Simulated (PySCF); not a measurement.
Rh⁺ (rhodium, charge +1) across methods

[Kr] 4d7 5s1, high-spin 5F determinant (an excited configuration). All numbers are calculated (PySCF 2.14, scalar relativity by spin-free X2C-1e, in x2c-TZVPPall with one added diffuse shell each of s, p, d, f type (9s7p7d3f1g, 95 functions)).

| method | E (hartree) | mean ε 4d α (eV) | mean ε 4d β (eV) | mean ε 5s α (eV) | Σ⟨r²⟩ (bohr²) | ⟨S²⟩ |
| --- | --- | --- | --- | --- | --- | --- |
| BLYP | -4783.40 | -17.434 | -15.668 | -12.664 | 40.97 | 6.001 |
| r2SCAN0 | -4783.24 | -19.929 | -17.614 | -13.713 | 40.54 | 6.002 |
| LDA | -4778.03 | -17.822 | -15.784 | -13.078 | 40.79 | 6.000 |
| UHF | -4780.90861 | -24.426 | -21.748 | -15.000 | 40.96 | 6.004 |
| r2SCAN | -4783.25 | -18.155 | -15.905 | -13.028 | 40.59 | 6.002 |
| PW91 | -4783.62 | -17.752 | -15.775 | -12.872 | 40.81 | 6.001 |
| wB97X | -4783.37 | -21.895 | -20.048 | -15.098 | 40.71 | 6.002 |
| PBE | -4782.84 | -17.691 | -15.689 | -12.782 | 40.83 | 6.001 |

**Question.** Estimate the same row for PBE0.

**Answer.** E (hartree) = -4782.92; mean ε 4d α (eV) = -19.581; mean ε 4d β (eV) = -17.437; mean ε 5s α (eV) = -13.471; Σ⟨r²⟩ (bohr²) = 40.68; ⟨S²⟩ = 6.001.
